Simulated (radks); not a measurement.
Q: Coulomb parameter of the 3d shell of neutral nickel in the model configuration [Ar] 3d9 4s1, as a second difference U = [E(n + 0.25) + E(n - 0.25) - 2 E(n)] / (0.25)^2 with all orbitals relaxed. "Bare": the charge of the atom changes with n. "Screened": the 4s shell takes up the change at fixed total charge, which measures U(3d,3d) + U(4s,4s) - 2 U(3d,4s). Calculated with a radial shooting solver on a logarithmic mesh with Libxc functionals: scalar-relativistic Kohn-Sham, SCAN, spin-unpolarised, spherical densities, finite nucleus; meta-GGA in the generalised Kohn-Sham scheme; Fermi nuclear charge, rms radius 3.7757 fm. Estimate both.

A: U(bare) = 11.061 eV, U(screened by 4s) = 2.414 eV, against the Slater integral F0(3d,3d) = 23.720 eV with frozen orbitals. The step up makes a negative ion, whose loosely bound charge lowers the bare value.
